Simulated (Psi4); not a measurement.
C6H6, charge -1, doublet, geometry from GFN2-xTB (a state made from the parent by changing its charge; the spin is typed, not shown lowest) (a gas-phase anion, which may not be bound at this level); PBE0/3-21G in Psi4.

The Psi4 input:
```
memory 2 GB

molecule mol {
-1 2
C    -0.792095    1.144029    0.042949
C    -1.408159   -0.087049   -0.052194
C    -0.579659   -1.283657   -0.097117
C     0.792095   -1.144029   -0.042949
C     1.408159    0.087049    0.052194
C     0.579659    1.283657    0.097117
H    -1.414754    2.043341    0.076710
H    -2.490173   -0.178891   -0.093812
H    -1.048452   -2.261179   -0.171985
H     1.414754   -2.043341   -0.076710
H     2.490173    0.178891    0.093812
H     1.048452    2.261179    0.171985
}

set {
  basis 3-21g
  reference uks
  dft_radial_scheme becke
}

energy('pbe0')
print_variables()
```

The log (banner, timings and long lists left out):

```
   => Loading Basis Set <=

    Name: 3-21G
    Role: ORBITAL
    Keyword: BASIS

         ---------------------------------------------------------
                                   SCF
               by Justin Turney, Rob Parrish, Andy Simmonett
                          and Daniel G. A. Smith
                              UKS Reference
         ---------------------------------------------------------

  ==> Geometry <==

    Molecular point group: ci
    Full point group: Ci

    Geometry (in Angstrom), charge = -1, multiplicity = 2:

       Center              X                  Y                   Z               Mass
    ------------   -----------------  -----------------  -----------------  -----------------
         C           -0.792095000000     1.144029000000     0.042949000000    12.000000000000
         C           -1.408159000000    -0.087049000000    -0.052194000000    12.000000000000
         C           -0.579659000000    -1.283657000000    -0.097117000000    12.000000000000
         C            0.792095000000    -1.144029000000    -0.042949000000    12.000000000000
         C            1.408159000000     0.087049000000     0.052194000000    12.000000000000
         C            0.579659000000     1.283657000000     0.097117000000    12.000000000000
         H           -1.414754000000     2.043341000000     0.076710000000     1.007825032230
         H           -2.490173000000    -0.178891000000    -0.093812000000     1.007825032230
         H           -1.048452000000    -2.261179000000    -0.171985000000     1.007825032230
         H            1.414754000000    -2.043341000000    -0.076710000000     1.007825032230
         H            2.490173000000     0.178891000000     0.093812000000     1.007825032230
         H            1.048452000000     2.261179000000     0.171985000000     1.007825032230

  Running in ci symmetry.

  Rotational constants: A =      0.18958  B =      0.18547  C =      0.09375 [cm^-1]
  Rotational constants: A =   5683.38576  B =   5560.33720  C =   2810.59409 [MHz]
  Nuclear repulsion =  202.123586861328278

  Charge       = -1
  Multiplicity = 2
  Electrons    = 43
  Nalpha       = 22
  Nbeta        = 21

  ==> Algorithm <==

  SCF Algorithm Type is DF.
  DIIS enabled.
  MOM disabled.
  Fractional occupation disabled.
  Guess Type is SAD.
  Energy threshold   = 1.00e-06
  Density threshold  = 1.00e-06
  Integral threshold = 1.00e-12

  ==> Primary Basis <==

  Basis Set: 3-21G
    Blend: 3-21G
    Number of shells: 42
    Number of basis functions: 66
    Number of Cartesian functions: 66
    Spherical Harmonics?: false
    Max angular momentum: 1

  ==> DFT Potential <==

   => LibXC <=

    Version 7.1.2
    S. Lehtola, C. Steigemann, M. J. T. Oliveira, and M. A. L. Marques,  SoftwareX 7, 1–5 (2018) (10.1016/j.softx.2017.11.002)

   => Composite Functional: PBE0 <=

    PBE0 Hyb-GGA Exchange-Correlation Functional

    C. Adamo and V. Barone,  J. Chem. Phys. 110, 6158 (1999) (10.1063/1.478522)
    M. Ernzerhof and G. E. Scuseria,  J. Chem. Phys. 110, 5029 (1999) (10.1063/1.478401)

    Deriv               =              1
    GGA                 =           TRUE
    Meta                =          FALSE

    Exchange Hybrid     =           TRUE
    MP2 Hybrid          =          FALSE

   => Exchange Functionals <=

    0.7500   Perdew, Burke & Ernzerhof

   => Exact (HF) Exchange <=

    0.2500               HF

   => Correlation Functionals <=

    1.0000   Perdew, Burke & Ernzerhof

   => LibXC Density Thresholds  <==

    XC_HYB_GGA_XC_PBEH:  1.00E-15

   => Molecular Quadrature <=

    Radial Scheme          =          BECKE
    Pruning Scheme         =           NONE
    Nuclear Scheme         =       TREUTLER

    Blocking Scheme        =         OCTREE
    BS radius alpha        =              1
    Pruning alpha          =              1
    Radial Points          =             75
    Spherical Points       =            302
[...]
  Reciprocal condition number of the overlap matrix is 5.1360846469E-04.
    Using symmetric orthogonalization.

  ==> Pre-Iterations <==

  SCF Guess: Superposition of Atomic Densities via on-the-fly atomic UHF (no occupation information).

   -------------------------
    Irrep   Nso     Nmo
   -------------------------
     Ag        33      33
     Au        33      33
   -------------------------
    Total      66      66
   -------------------------

  ==> Iterations <==

                           Total Energy        Delta E     RMS |[F,P]|

   @DF-UKS iter SAD:  -230.17033721637978   -2.30170e+02   0.00000e+00
   @DF-UKS iter   1:  -230.26617457337682   -9.58374e-02   1.67155e-02 DIIS/ADIIS
   @DF-UKS iter   2:  -230.28818490837057   -2.20103e-02   1.63316e-02 DIIS/ADIIS
   @DF-UKS iter   3:  -230.61176926511922   -3.23584e-01   5.38500e-04 DIIS/ADIIS
   @DF-UKS iter   4:  -230.61226855922121   -4.99294e-04   1.58279e-04 DIIS/ADIIS
   @DF-UKS iter   5:  -230.61230985037318   -4.12912e-05   1.19288e-04 DIIS/ADIIS
   @DF-UKS iter   6:  -230.61233153829394   -2.16879e-05   2.87964e-05 DIIS
   @DF-UKS iter   7:  -230.61233571219856   -4.17390e-06   2.59654e-06 DIIS
   @DF-UKS iter   8:  -230.61233573227463   -2.00761e-08   5.33791e-07 DIIS
  Energy and wave function converged.

  ==> Post-Iterations <==

   Electrons on quadrature grid:
      Nalpha   =   22.0000347487 ; deviation = 3.475e-05
      Nbeta    =   21.0000347737 ; deviation = 3.477e-05
      Ntotal   =   43.0000695224 ; deviation = 6.952e-05

   @Spin Contamination Metric:   1.402806008E-02
   @S^2 Expected:                7.500000000E-01
   @S^2 Observed:                7.640280601E-01
   @S   Expected:                5.000000000E-01
   @S   Observed:                5.000000000E-01

    Orbital Energies [Eh]
    ---------------------

    Alpha Occupied:

[...]
      11Au     0.149377

    Alpha Virtual:

[...]
    Beta Occupied:

[...]
    Beta Virtual:

[...]
    Final Occupation by Irrep:
             Ag    Au
    DOCC [    11,   10 ]
    SOCC [     0,    1 ]
    NA   [    11,   11 ]
    NB   [    11,   10 ]

  @DF-UKS Final Energy:  -230.61233573227463

   => Energetics <=

    Nuclear Repulsion Energy =            202.1235868613282776
    One-Electron Energy =                -719.1381204675901699
    Two-Electron Energy =                 312.7304488319548454
    DFT Exchange-Correlation Energy =     -26.3282509579675228
    Empirical Dispersion Energy =           0.0000000000000000
    VV10 Nonlocal Energy =                  0.0000000000000000
    Total Energy =                       -230.6123357322746017

  UHF NO Occupations:
  HONO-2 :   10 Au 1.9976187
  HONO-1 :   11 Ag 1.9961684
  HONO-0 :   11 Au 1.0000000
  LUNO+0 :   12 Ag 0.0038316
  LUNO+1 :   12 Au 0.0023813
  LUNO+2 :   13 Ag 0.0001667
  LUNO+3 :   13 Au 0.0001614

Computation Completed

Properties will be evaluated at   0.000000,   0.000000,   0.000000 [a0]

Properties computed using the SCF density matrix

 Multipole Moments:

 ------------------------------------------------------------------------------------
     Multipole            Electronic (a.u.)      Nuclear  (a.u.)        Total (a.u.)
 ------------------------------------------------------------------------------------

 L = 1.  Multiply by 2.5417464519 to convert [e a0] to [Debye]
 Dipole X            :          0.0000000           -0.0000000           -0.0000000
 Dipole Y            :          0.0000000            0.0000000            0.0000000
 Dipole Z            :          0.0000000            0.0000000            0.0000000
 Magnitude           :                                                    0.0000000

 ------------------------------------------------------------------------------------

  Variable Map:
  ----------------------------------------------------------------------------
[...]
  Array Variable Map:
  ----------------------------------------------------------------------------
[...]
[...]
```
